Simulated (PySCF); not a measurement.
**¹⁷O chemical shifts**

[PySCF 2.14: PBE0/pcSseg-1 with gauge-including orbitals; GFN2-xTB geometry; single conformer; no relativistic terms; one averaged value for each set of equivalent atoms; no solvent model]

Shieldings were converted by a linear fit to measured shifts: ¹⁷O: δ = 266.70 − 0.911σ (rms 10.7 ppm, 155 shifts, 12.2 ppm with the 3 outliers that the fit left out vs liquid water, solution or neat liquid). Occasional misses reach two or three times the rms, and more in compound classes unlike the fitted ones.

Task: Give the ¹⁷O shifts of `C=C[C@H](C#CC)C(=O)O`, `O=C1C=C[C@H](C2CC2)O1`, `C[Si@@]1(CC[SiH3])CO[SiH2]O1`, `CC#C/C=C(\C=O)OC`, `O=C(O)C1=CC=CCC1`, `CC#C/C=C(\C=O)CO`, `C#C/C=C/CCOC=O`.

Result: 
```json
{"compound": "[CH2:1]=[CH:2][C@H:3]([C:4]#[C:5][CH3:6])[C:7](=[O:8])[OH:9]", "environment": "O8: carbonyl oxygen", "δ (ppm)": "345.8"}
{"compound": "[CH2:1]=[CH:2][C@H:3]([C:4]#[C:5][CH3:6])[C:7](=[O:8])[OH:9]", "environment": "O9: acid hydroxyl oxygen", "δ (ppm)": "155.3"}
{"compound": "[O:1]=[C:2]1[CH:3]=[CH:4][C@H:5]([CH:6]2[CH2:7][CH2:8]2)[O:9]1", "environment": "O1: ester carbonyl oxygen", "δ (ppm)": "347.0"}
{"compound": "[O:1]=[C:2]1[CH:3]=[CH:4][C@H:5]([CH:6]2[CH2:7][CH2:8]2)[O:9]1", "environment": "O9: ester alkoxy oxygen", "δ (ppm)": "177.4"}
{"compound": "[CH3:1][Si@@:2]1([CH2:3][CH2:4][SiH3:5])[CH2:6][O:7][SiH2:8][O:9]1", "environment": "O9: oxygen bonded to 2 Si, in a 5-membered ring", "δ (ppm)": "30.4"}
{"compound": "[CH3:1][Si@@:2]1([CH2:3][CH2:4][SiH3:5])[CH2:6][O:7][SiH2:8][O:9]1", "environment": "O7: oxygen bonded to C, Si, in a 5-membered ring", "δ (ppm)": "-26.7"}
{"compound": "[CH3:1][C:2]#[C:3]/[CH:4]=[C:5](\\[CH:6]=[O:7])[O:8][CH3:9]", "environment": "O7: aldehyde oxygen", "δ (ppm)": "583.6"}
{"compound": "[CH3:1][C:2]#[C:3]/[CH:4]=[C:5](\\[CH:6]=[O:7])[O:8][CH3:9]", "environment": "O8: ether oxygen", "δ (ppm)": "60.2"}
{"compound": "[O:1]=[C:2]([OH:3])[C:4]1=[CH:5][CH:6]=[CH:7][CH2:8][CH2:9]1", "environment": "O1: carbonyl oxygen", "δ (ppm)": "352.2"}
{"compound": "[O:1]=[C:2]([OH:3])[C:4]1=[CH:5][CH:6]=[CH:7][CH2:8][CH2:9]1", "environment": "O3: acid hydroxyl oxygen", "δ (ppm)": "139.4"}
{"compound": "[CH3:1][C:2]#[C:3]/[CH:4]=[C:5](\\[CH:6]=[O:7])[CH2:8][OH:9]", "environment": "O7: aldehyde oxygen", "δ (ppm)": "555.1"}
{"compound": "[CH3:1][C:2]#[C:3]/[CH:4]=[C:5](\\[CH:6]=[O:7])[CH2:8][OH:9]", "environment": "O9: alcohol oxygen", "δ (ppm)": "-14.4"}
{"compound": "[CH:1]#[C:2]/[CH:3]=[CH:4]/[CH2:5][CH2:6][O:7][CH:8]=[O:9]", "environment": "O9: ester carbonyl oxygen", "δ (ppm)": "365.1"}
{"compound": "[CH:1]#[C:2]/[CH:3]=[CH:4]/[CH2:5][CH2:6][O:7][CH:8]=[O:9]", "environment": "O7: ester alkoxy oxygen", "δ (ppm)": "153.5"}
```

In solution the two oxygens of a carboxylic acid give one averaged line by proton exchange, and hydrogen bonding shields acid and N–H amide carbonyl oxygens by tens of ppm; neither is in these numbers.
